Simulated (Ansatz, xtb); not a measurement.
**Ligand exchange: HI + C3H6O3 → HOI + C3H6O2**

Species: HI (hydrogen iodide), singlet; C3H6O3 `COCC(=O)O`, singlet; HOI (hypoiodous acid) `OI`, singlet; C3H6O2 (methoxyacetaldehyde) `COCC=O`, singlet. The partners trade H for OH: I–H and C–OH bonds give way to I–OH and C–H.

Shapes, held fixed at every level: PBE0-D4/def2-TZVP. Flexible molecules stand in one conformer, not always the lowest. Programs: Ansatz 0.2.0, xtb 6.7.1. Electronic energies: no zero-point or thermal term.

Q: Estimate ΔE of this reaction.

A: The highest level, CCSD(T)/def2-TZVPP, gives ΔE = +182.1 kJ/mol; the levels span +176.2 to +233.2. The column of differences is taken from that level and isn't an error. No measured value is set beside it here. For atoms past krypton def2 sets carry core potentials with scalar relativity. Outer-core shells of I are correlated, in sets that cover them unevenly.

```
               level                    kind  ΔE (kJ/mol)  less CCSD(T)/def2-TZVPP
            GFN1-xTB          semi-empirical       +233.2                    +51.1
       HF/def2-TZVPP            Hartree–Fock       +195.6                    +13.5
   PBE-D4/def2-TZVPP                     GGA       +176.2                     -5.9
r2SCAN-D4/def2-TZVPP                meta-GGA       +189.1                     +7.0
  wB97M-V/def2-TZVPP  range-separated hybrid       +182.7                     +0.6
  wB97X-V/def2-TZVPP  range-separated hybrid       +183.3                     +1.2
   B2PLYP/def2-TZVPP           double hybrid       +176.7                     -5.4
      MP2/def2-TZVPP     perturbation theory       +188.4                     +6.3
  CCSD(T)/def2-TZVPP   coupled cluster or CI       +182.1                      0.0
```
